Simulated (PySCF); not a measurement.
HKO, SMILES [OH][K].

The structure is a stationary point at PBE-D3(BJ)/def2-TZVPD. The isomer is the one that the SMILES or the coordinates give; other isomers of the formula were not compared.

The numbers are results of TDA-PBE0/def2-TZVPD in PySCF 2.14.0, not measurements.

Vertical excitations; the highest root listed may be one member of a degenerate set. The molecule is in vacuum. State labels are in the subgroup C2v.

| state | symmetry | energy (eV) | λ (nm) | f | main pairs |
|---|---|---|---|---|---|
| S1 | B1 | 3.06 | 405 | 0.009 | HOMO→LUMO (degenerate set) |
| S2 | B2 | 3.06 | 405 | 0.009 | HOMO−1→LUMO (degenerate set) |
| S3 | A1 | 4.36 | 284 | 0.000 | HOMO→LUMO+1, HOMO−1→LUMO+2 (degenerate set) |
| S4 | A2 | 4.36 | 284 | 0.000 | HOMO→LUMO+2, HOMO−1→LUMO+1 (degenerate set) |
| S5 | A2 | 4.39 | 282 | 0.000 | HOMO−1→LUMO+1 49 %, HOMO→LUMO+2 49 % |
| S6 | A1 | 4.45 | 279 | 0.001 | HOMO−1→LUMO+2 49 %, HOMO→LUMO+1 49 % |
| S7 | B1 | 4.50 | 275 | 0.043 | HOMO→LUMO+3 (degenerate set) |
| S8 | B2 | 4.50 | 275 | 0.043 | HOMO−1→LUMO+3 (degenerate set) |
| S9 | B1 | 5.37 | 231 | 0.001 | HOMO→LUMO+4 (degenerate set) |
| S10 | B2 | 5.37 | 231 | 0.001 | HOMO−1→LUMO+4 (degenerate set) |
| T1 | B1 | 3.01 | 412 | 0 | HOMO→LUMO (degenerate set) |
| T2 | B2 | 3.01 | 412 | 0 | HOMO−1→LUMO (degenerate set) |
| T3 | A1 | 4.27 | 291 | 0 | HOMO→LUMO+1 48 %, HOMO−1→LUMO+2 48 % |
| T4 | A1 | 4.33 | 287 | 0 | HOMO−1→LUMO+2 49 %, HOMO→LUMO+1 49 % |
Triplets are in the Tamm–Dancoff approximation.
